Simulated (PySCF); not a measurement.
Estimate the missing entries of this data sheet.

C3H11NOSi4.
SMILES: `[SiH3][SiH2][SiH2][SiH2]c1ccno1`

Conformer (atom-mapped SMILES and torsion angles): `[SiH3:1][SiH2:2][SiH2:3][SiH2:4][c:5]1[cH:6][cH:7][n:8][o:9]1`: Si1–Si2–Si3–Si4 54°, Si2–Si3–Si4–C5 29°, Si3–Si4–C5–C6 148°.

```tsv
property	level	value
point group of the GFN2-xTB geometry	GFN2-xTB	C1
rotational constants A, B, C of the GFN2-xTB geometry	GFN2-xTB	1.020, 0.651, 0.465 GHz
dipole moment	PBE0/pcSseg-1	2.53 D
HOMO energy	PBE0/pcSseg-1	?
LUMO energy	PBE0/pcSseg-1	?
13C chemical shifts (computed TMS as zero) by class	GIAO PBE0/pcSseg-1	?
1H chemical shifts (computed TMS as zero) by class	GIAO PBE0/pcSseg-1	?
isotropic shieldings of nuclei other than C and H, by class	GIAO PBE0/pcSseg-1	?
```

Gas-phase values; electronic properties from PySCF, density fitting. The structure is a single GFN2-xTB conformer in the gas phase; no vibrational or solvent corrections. GFN2-xTB frequencies show an imaginary mode (62i cm⁻¹), so this geometry is no minimum at that level. NMR classes are plain means over equivalent atoms (diastereotopic ones count apart unless rotation or inversion swaps them), as if these changed places fast; in this geometry the members of some classes differ.

Task: Give the LUMO energy.

Result: -1.01 eV.

Task: The 13C chemical shifts (computed TMS as zero) by class?

Result: 176.6 (1 C), 153.5 (1 C), 120.9 (1 C) ppm.

Task: The 1H chemical shifts (computed TMS as zero) by class?

Result: 8.35 (1 H), 6.77 (1 H), 4.67 (2 H), 3.78 (2 H), 3.74 (3 H), 3.64 (2 H) ppm.

Task: What is the HOMO energy?

Result: -7.73 eV.

Task: The isotropic shieldings of nuclei other than C and H, by class?

Result: -170 (1 N), -99 (1 O), 438 (1 Si), 460 (1 Si), 469 (1 Si), 476 (1 Si) ppm.

The rotational constants make it an asymmetric top with κ = (2B − A − C)/(A − C) = -0.33, nearer the prolate limit (−1). The dipole equals about 8.4 × 10⁻³⁰ C·m (1 D = 3.33564 × 10⁻³⁰ C·m). With B = h/(8π²I), that is 505.379 GHz u Å² over I, the principal moments of inertia are 495.4, 776.5 and 1086.8 u Å² (most abundant isotopes).

For the NMR shielding job (PBE0/pcSseg-1), the run took 53 s on one thread of an Arm Neoverse V2, no GPU (shared host), and the process peaked at 1.1 GiB of memory.
